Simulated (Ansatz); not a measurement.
Abridged output of a molecular run in Ansatz:

```
Functional definition: HF
1522 factors; integrals over basis functions are off by at most 1.1e-3 eV
mean field evaluation 1: about -64363.1128 eV, gradient 4.7e1 eV
mean field evaluation 2: about -64363.3741 eV, gradient 4.7e1 eV
mean field evaluation 4: about -64367.4231 eV, gradient 3.7e0 eV
mean field evaluation 8: about -64367.4778 eV, gradient 3.6e-1 eV
mean field -64367.47815223 eV, -2365.4611922506 hartree, gradient 2.2e-6 eV, S^2 0.000000; 0 other end points of the search recorded, 0 dependent functions left out
13 core orbitals not correlated: weight in the atoms' cores, before any rotation towards them, 1.000 or more for the frozen orbitals, at most 0.000 for the correlated occupied ones
reference -64367.47815223 eV, -2365.4611922506 hartree; 21, 21 occupied and 208, 208 virtual orbitals, 1522 factors
second order -31.28889875 eV of doubles, -0.00000000 eV of singles
cycle   1  -30.88270733 eV  change    4.1e-1 eV  update   1.2e-1
cycle   2  -31.68504428 eV  change   -8.0e-1 eV  update   3.4e-2
cycle   3  -31.83863412 eV  change   -1.5e-1 eV  update   1.7e-2
cycle   4  -31.81544226 eV  change    2.3e-2 eV  update   3.6e-3
cycle   5  -31.81375167 eV  change    1.7e-3 eV  update   1.7e-3
cycle   6  -31.81502737 eV  change   -1.3e-3 eV  update   5.0e-4
cycle   7  -31.81479793 eV  change    2.3e-4 eV  update   1.9e-4
cycle   8  -31.81468649 eV  change    1.1e-4 eV  update   6.1e-5
cycle   9  -31.81470904 eV  change   -2.3e-5 eV  update   2.1e-5
perturbative correction -1.11611724 eV, -0.0410165521 hartree
Total energy: -64400.40897851 eV, -2366.6713777953 hartree
```

Its atoms:

Cartesian coordinates in Å:
```
O 1.0015 0.3163 -1.0988
C 0.2182 -0.8000 -0.8743
F 0.9837 -1.7077 -0.1481
O -0.8848 -0.4570 -0.1987
Ge -0.7715 0.7689 1.1332
H 1.8647 0.0321 -1.4150
H -0.0557 -1.3211 -1.7994
H 0.4729 0.4976 1.9839
H -0.7609 2.1705 0.5149
H -2.0682 0.5002 1.9024
```

(1) Which basis set was used?
A. cc-pV(Q+d)Z
B. def2-TZVPP
C. def2-TZVPPD
D. cc-pV(D+d)Z

(2) Write the keys of the input that set method, charge and spin (a neutral closed shell needs none for the last two).

## Answers

(1) B. It gives 242 functions.

(2) 
```yaml
correlation: {method: ccsd_t}
```
